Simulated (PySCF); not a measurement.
Problem. Give a GFN2-xTB geometry of `[SiH3][SiH2]O[SiH2]P`.

Solution. 
```xyz
14
H9OPSi3 angstrom
Si    -2.6983    0.0433   -0.6106
Si    -1.0835    0.4571    0.9788
O      0.1888   -0.5133    0.6480
Si     1.6688   -0.9068    0.1465
P      2.5227    0.8327   -0.9776
H     -3.9870   -0.2691    0.0210
H     -2.9522    1.2024   -1.4754
H     -2.4022   -1.0753   -1.5144
H     -1.4023    0.0829    2.3620
H     -0.5624    1.8308    1.0091
H      2.4195   -1.2787    1.3469
H      1.4897   -2.0297   -0.7726
H      3.1000    1.4413    0.1235
H      3.6978    0.1819   -1.3074
```

Any rigid rotation of these coordinates is as good. Atoms count from 1 in this order. Si1 (SiH3 silicon) is distorted tetrahedral (angles from 105.6° to 114.9°). The O–Si distances run from 1.611 Å (O3–Si4, drawn single) to 1.634 Å (Si2–O3, drawn single), a spread of 0.023 Å. O3 (siloxane oxygen) is bent (angle 157.4°). Si4 (oxygen-bound silicon) is distorted tetrahedral (angles from 105.7° to 114.4°).

Bonds between heavy atoms (Å): Si1–Si2 2.303, Si2–O3 1.634, O3–Si4 1.611, Si4–P5 2.240.

Computed geometry: GFN2-xTB, gas phase.

Point group: C1 (no symmetry element, even within 0.4 Å). No GFN2-xTB frequencies stand behind this structure, so it isn't proved a minimum. The numbers are those of one conformer (Si1–Si2–O3–Si4 107°, Si2–O3–Si4–P5 -13°, O3–Si4–P5–H 90° and -177°).
